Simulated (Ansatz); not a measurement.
Molecule: C₂H₆BO (charge -1, singlet). It need not be the lowest isomer of its formula. Whether it binds its extra electron was not tested at this geometry. 
Structure (B3LYP-D3(BJ)/def2-TZVP (Ansatz, a first-principles code) minimum search):
```xyz
10

C     -1.3609    -0.7449     0.0580
B     -0.0980    -0.0166    -0.0156
C      1.3008    -0.5189     0.6027
O      0.0550     1.2691    -0.6647
H     -2.2999    -0.3819    -0.3709
H     -1.4614    -1.7117     0.5497
H      2.0751    -0.6141    -0.1718
H      1.6971     0.1939     1.3397
H      1.2056    -1.4902     1.0982
H     -0.8061     1.5175    -1.0129
```
Charge -1, spin multiplicity 1.

Basis-set convergence of Hartree-Fock and CCSD correlation energies (hartree) with Ansatz. Valence correlation only, unless marked. Spin-orbit coupling is left out. No relativistic terms.

| basis | functions | E(HF) | E(corr, CCSD) |
|---|---|---|---|
| aug-cc-pVDZ | 146 | -178.82327 | -0.64808 |
| aug-cc-pVTZ | 322 | -178.86924 | -0.75983 |
| aug-cc-pVQZ | 596 | -178.88030 | -0.79324 |

Extrapolating the two largest sets (X = 3 and 4) as X^-3: E(corr) = (64·(-0.79324) - 27·(-0.75983))/37 = -0.8176 Eh, an estimate of the basis-set limit. The largest set recovers 97.0 % of it, the smallest 79.3 %.
